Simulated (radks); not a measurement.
Spherical quantum dot in the effective-mass picture: electrons in a hard-walled sphere of radius 1.92, all in effective atomic units (hartree* = m*/eps^2 hartree, bohr* = eps/m* bohr), one dielectric constant everywhere. Calculated with a radial shooting solver with Libxc functionals: non-relativistic Kohn-Sham, r2SCAN, spin-polarised, spherical densities, generalised Kohn-Sham scheme. Levels are named by radial order and angular momentum (1s, 1p, 1d, 2s, ...), and open shells are averaged over m. Results are scaled to m* = 0.039 and eps = 4.5, for which hartree* = 52.41 meV and bohr* = 6.106 nm.

N = 7, configuration 1s2 1p(up 3, down 2). This is the lowest configuration that the search found. Occupied and some empty levels:

level,occupation,eigenvalue (meV),<r> (nm)
1s up,1,322.01,6.531
1s down,1,325.14,6.511
1p up,3,382.33,7.306
1p down,2,386.28,7.304
1d up,0,468.31,7.822
1d down,0,472.84,7.824
2s up,0,545.61,5.646
2s down,0,547.95,5.638
1f up,0,576.37,8.197
1f down,0,581.51,8.199

Energy (meV): total 1650.26, kinetic 883.05, external 0, Hartree 996.81, exchange-correlation -229.60.

Electron density:

r (nm),n(r) (e/nm^3)
0.586,0.001015
1.46,0.001175
2.34,0.001452
3.22,0.001792
4.10,0.002121
4.98,0.002362
5.86,0.002441
6.73,0.002300
7.61,0.001929
8.49,0.001388
9.37,0.0008074
10.2,0.0003235
11.1,0.00005021
